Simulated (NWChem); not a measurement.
System: BeH₂S; SMILES [BeH][SH]

NWChem input:

```
start job
memory heap 200 mb stack 900 mb global 1100 mb
geometry units angstroms noautoz
  Be     0.103550    -1.305173     0.000000
  H      0.068015    -2.638136     0.000000
  S      0.162858     0.609725     0.000000
  H     -1.188377     0.702393     0.000000
end
basis spherical
  * library def2-svp
end
dft
  xc xpbe96 cpbe96
  iterations 150
  vectors input atomic output neutral.movecs
end
task dft energy
charge 1
dft
  odft
  mult 2
  vectors input atomic output cation.movecs
end
task dft energy
```

Parts of the log:

```
             Northwest Computational Chemistry Package (NWChem) 7.3.0
             --------------------------------------------------------

 CS  symmetry detected

                             Geometry "geometry" -> ""
                             -------------------------

 Output coordinates in angstroms (scale by  1.889725989 to convert to a.u.)

  No.       Tag          Charge          X              Y              Z
 ---- ---------------- ---------- -------------- -------------- --------------
    1 Be                   4.0000     0.02874858    -1.42313052     0.00000000
    2 H                    1.0000     0.00402504    -2.75633787     0.00000000
    3 S                   16.0000     0.07252487     0.49218550     0.00000000
    4 H                    1.0000    -1.27941723     0.57389197     0.00000000

 Effective nuclear repulsion energy (a.u.)      29.1571809557

      Symmetry information
      --------------------

 Group name             Cs
 Group number              2
 Group order               2
 No. of unique centers     4

  pbe96 is a nonlocal functional; adding pw91lda local functional.

                                 NWChem DFT Module
                                 -----------------

 Summary of "ao basis" -> "ao basis" (spherical)
 ------------------------------------------------------------------------------
       Tag                 Description            Shells   Functions and Types
 ---------------- ------------------------------  ------  ---------------------
 Be                         def2-svp                 5        9   3s2p
 H                          def2-svp                 3        5   2s1p
 S                          def2-svp                 8       18   4s3p1d

      Symmetry analysis of basis
      --------------------------

        a'         28
        a"          9

            General Information
            -------------------
          SCF calculation type: DFT
          Wavefunction type:  closed shell.
          No. of atoms     :     4
          No. of electrons :    22
           Alpha electrons :    11
            Beta electrons :    11
          Charge           :     0
          Spin multiplicity:     1
          Use of symmetry is: on ; symmetry adaption is: on
          Maximum number of iterations: 150
          AO basis - number of functions:    37
                     number of shells:    19
          Convergence on energy requested:  1.00D-06
          Convergence on density requested:  1.00D-05
          Convergence on gradient requested:  5.00D-04

              XC Information
              --------------
          PerdewBurkeErnzerhof Exchange Functional  1.000
            Perdew 1991 LDA Correlation Functional  1.000 local
           PerdewBurkeErnz. Correlation Functional  1.000 non-local

             Grid Information
             ----------------
          Grid used for XC integration:  medium
          Radial quadrature: Mura-Knowles
          Angular quadrature: Lebedev.
          Tag              B.-S. Rad. Rad. Pts. Rad. Cut. Ang. Pts.
          ---              ---------- --------- --------- ---------
          Be                  1.05       49           8.0       434
          H                   0.35       45          10.0       434
          S                   1.00       88          10.0       590
          Grid pruning is: on
          Number of quadrature shells:   227
          Spatial weights used:  Erf1

      Superposition of Atomic Density Guess
      -------------------------------------

 Sum of atomic energies:        -412.89960334

      Non-variational initial energy
      ------------------------------

 Total energy =    -413.292745
 1-e energy   =    -626.939972
 2-e energy   =     184.490046
 HOMO         =      -0.335522
 LUMO         =       0.039420

      Symmetry analysis of molecular orbitals - initial
      -------------------------------------------------

  Numbering of irreducible representations:

     1 a'          2 a"

  Orbital symmetries:

     1 a'          2 a'          3 a'          4 a'          5 a"
     6 a'          7 a'          8 a'          9 a'         10 a'
    11 a"         12 a'         13 a'         14 a"         15 a'
    16 a'         17 a'         18 a"         19 a'         20 a'
    21 a'

   convergence    iter        energy       DeltaE   RMS-Dens  Diis-err
 ---------------- ----- ----------------- --------- --------- ---------
 d= 0,ls=0.0,diis     1   -413.7739675663 -4.43D+02  2.25D-02  2.07D-01
 d= 0,ls=0.0,diis     2   -413.7682718303  5.70D-03  1.57D-02  1.84D-01
 d= 0,ls=0.0,diis     3   -413.7992489679 -3.10D-02  4.98D-03  3.17D-02
 d= 0,ls=0.0,diis     4   -413.8050588773 -5.81D-03  7.84D-04  8.48D-04
 d= 0,ls=0.0,diis     5   -413.8052012155 -1.42D-04  2.49D-04  4.71D-05
  Resetting Diis
 d= 0,ls=0.0,diis     6   -413.8052103853 -9.17D-06  6.18D-05  3.95D-06
 d= 0,ls=0.0,diis     7   -413.8052112245 -8.39D-07  1.77D-05  1.13D-07
 d= 0,ls=0.0,diis     8   -413.8052112182  6.27D-09  1.11D-05  1.57D-07
 d= 0,ls=0.0,diis     9   -413.8052112443 -2.61D-08  2.14D-06  5.15D-09

         Total DFT energy =     -413.805211244278
      One electron energy =     -628.248122746359
           Coulomb energy =      214.335680243157
    Exchange-Corr. energy =      -29.049949696761
 Nuclear repulsion energy =       29.157180955685

 Numeric. integr. density =       21.999997176170

                  Occupations of the irreducible representations
                  ----------------------------------------------

                     irrep           alpha         beta
                     --------     --------     --------
                     a'                9.0          9.0
                     a"                2.0          2.0

                       DFT Final Molecular Orbital Analysis
                       ------------------------------------

 Vector    9  Occ=2.000000D+00  E=-3.073054D-01  Symmetry=a'
              MO Center=  8.8D-03, -6.7D-01, -3.4D-16, r^2= 3.3D+00
   Bfn.  Coefficient  Atom+Function         Bfn.  Coefficient  Atom+Function
  ----- ------------  ---------------      ----- ------------  ---------------
     2      0.394252  1 Be s                 26     -0.349984  3 S  py
    23     -0.277581  3 S  py                10      0.248839  2 H  s
    17     -0.207333  3 S  s                  1     -0.194213  1 Be s
    20     -0.161916  3 S  py                18     -0.143800  3 S  s
    16      0.131688  3 S  s                 25     -0.130885  3 S  px

 Vector   10  Occ=2.000000D+00  E=-2.813019D-01  Symmetry=a'
              MO Center=  5.6D-02, -1.4D+00,  2.1D-16, r^2= 3.3D+00
   Bfn.  Coefficient  Atom+Function         Bfn.  Coefficient  Atom+Function
  ----- ------------  ---------------      ----- ------------  ---------------
     5      0.380684  1 Be py                10      0.343153  2 H  s
    23      0.271385  3 S  py                26      0.272722  3 S  py
    18      0.202165  3 S  s                 20      0.154262  3 S  py
    11      0.123360  2 H  s                  2      0.091684  1 Be s
    25      0.081344  3 S  px                 8     -0.079884  1 Be py

 Vector   11  Occ=2.000000D+00  E=-2.412532D-01  Symmetry=a"
              MO Center=  4.7D-02,  2.9D-01,  5.0D-16, r^2= 1.7D+00
   Bfn.  Coefficient  Atom+Function         Bfn.  Coefficient  Atom+Function
  ----- ------------  ---------------      ----- ------------  ---------------
    27      0.603999  3 S  pz                24      0.430307  3 S  pz
    21      0.247540  3 S  pz                 6     -0.159640  1 Be pz
     9      0.089674  1 Be pz                29     -0.026823  3 S  d -1

 Vector   12  Occ=0.000000D+00  E=-6.288237D-02  Symmetry=a'
              MO Center=  4.4D-02, -1.3D+00, -4.2D-16, r^2= 3.4D+00
   Bfn.  Coefficient  Atom+Function         Bfn.  Coefficient  Atom+Function
  ----- ------------  ---------------      ----- ------------  ---------------
     4      0.568131  1 Be px                 7     -0.548424  1 Be px
    34     -0.428132  4 H  s                 18      0.279309  3 S  s
    33     -0.211472  4 H  s                 17      0.084383  3 S  s
    28      0.079199  3 S  d -2              26      0.076840  3 S  py
    25     -0.074499  3 S  px                16     -0.068594  3 S  s

 Vector   13  Occ=0.000000D+00  E=-3.980991D-02  Symmetry=a"
              MO Center=  2.9D-02, -1.3D+00,  3.9D-15, r^2= 3.5D+00
   Bfn.  Coefficient  Atom+Function         Bfn.  Coefficient  Atom+Function
  ----- ------------  ---------------      ----- ------------  ---------------
     6      0.574570  1 Be pz                 9     -0.569079  1 Be pz
    27      0.398118  3 S  pz                24      0.189555  3 S  pz
    21      0.107124  3 S  pz                29      0.065096  3 S  d -1

 Vector   14  Occ=0.000000D+00  E=-1.773178D-02  Symmetry=a'
              MO Center= -7.8D-01, -2.8D-01, -1.2D-15, r^2= 4.8D+00
   Bfn.  Coefficient  Atom+Function         Bfn.  Coefficient  Atom+Function
  ----- ------------  ---------------      ----- ------------  ---------------
     3      1.005332  1 Be s                 18     -0.880141  3 S  s
    34      0.633090  4 H  s                 25      0.544784  3 S  px
     8      0.397452  1 Be py                11     -0.247461  2 H  s
    17     -0.242763  3 S  s                 22      0.202976  3 S  px
    26      0.188708  3 S  py                16      0.176534  3 S  s

     Multipole analysis of the density
     ---------------------------------

     L   x y z        total         alpha         beta         nuclear
     -   - - -        -----         -----         ----         -------
     0   0 0 0     -0.000000    -11.000000    -11.000000     22.000000

     1   1 0 0     -0.357404     -0.178702     -0.178702      0.000000
     1   0 1 0      0.052063      0.026031      0.026031      0.000000
     1   0 0 1     -0.000000     -0.000000     -0.000000      0.000000

[...]
```

Level: PBE/def2-SVP, vertical spin-unrestricted ions. The geometry was optimised at PBE0/def2-SVP.
